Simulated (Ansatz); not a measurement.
Reaction (formal exchange of groups at a B–C bond): `BC(C)=C=C` + `C=C(C)O` → `B/C=C(\C)O` + `C=C=CC`

Calculated with Ansatz (gas phase, PBE0-D4/def2-TZVP geometries, no zero-point term in ΔE). CBS: MP2 limit from def2 TZ/QZ plus the TZ coupled-cluster correction, frozen cores. Functionals use def2-TZVPP. B3LYP here is the variant with VWN-RPA as its local correlation; programs differ in this. One conformer a species, not always the lowest.

`BC(C)=C=C`:

Cartesian coordinates in Å:
```
B -0.708 1.604 0.063
C 0.119 0.315 -0.017
C 1.620 0.309 -0.171
C -0.570 -0.804 0.063
C -1.272 -1.891 0.145
H -0.163 2.671 0.011
H -1.896 1.545 0.180
H 2.087 0.870 0.642
H 2.030 -0.702 -0.174
H 1.907 0.802 -1.103
H -1.483 -2.351 1.105
H -1.671 -2.368 -0.745
```

`C=C(C)O`:

Cartesian coordinates in Å:
```
C -1.031 -0.189 -0.856
C -0.205 0.120 0.141
C 1.246 -0.202 0.181
O -0.588 0.777 1.267
H -2.084 0.072 -0.828
H -0.666 -0.713 -1.727
H 1.833 0.716 0.278
H 1.470 -0.823 1.053
H 1.554 -0.728 -0.720
H -1.529 0.971 1.211
```

`B/C=C(\C)O`:

```xyz
12

B    -1.185    0.544    1.502
C    -0.423   -0.616    0.916
C     0.323   -0.562   -0.214
C     0.536    0.624   -1.087
O     0.950   -1.680   -0.620
H    -1.821    0.403    2.507
H    -1.182    1.630    0.991
H    -0.438   -1.593    1.394
H     0.182    0.410   -2.102
H     1.605    0.855   -1.149
H     0.010    1.495   -0.709
H     1.443   -1.509   -1.429
```

`C=C=CC`:

```xyz
10

C     1.424   -0.271   -1.517
C     0.341   -0.153   -0.805
C    -0.739   -0.034   -0.090
C    -0.766    0.258    1.378
H     1.872    0.587   -2.008
H     1.913   -1.232   -1.645
H    -1.697   -0.156   -0.593
H    -1.314    1.183    1.579
H     0.243    0.360    1.779
H    -1.275   -0.542    1.923
```

```json
{"level": "PBE0-D4", "ΔE (kcal/mol)": "-2.9"}
{"level": "B3LYP-D4", "ΔE (kcal/mol)": "-2.6"}
{"level": "ωB97X-V", "ΔE (kcal/mol)": "-2.0"}
{"level": "ωB97M-V", "ΔE (kcal/mol)": "-2.1"}
{"level": "B2PLYP", "ΔE (kcal/mol)": "-2.3"}
{"level": "PBE", "ΔE (kcal/mol)": "-3.6"}
{"level": "B3LYP", "ΔE (kcal/mol)": "-2.8"}
{"level": "CCSD/CBS(def2)", "ΔE (kcal/mol)": "-1.5"}
```

Q: What does CCSD(T)/CBS give? (Best estimate.)

A: Computed: -1.7 kcal/mol. The listed levels differ from it by -1.2, -0.9, -0.3, -0.4, -0.6, -1.9, -1.1, 0.2 kcal/mol.

Largest T1 diagnostic among the species: 0.013.
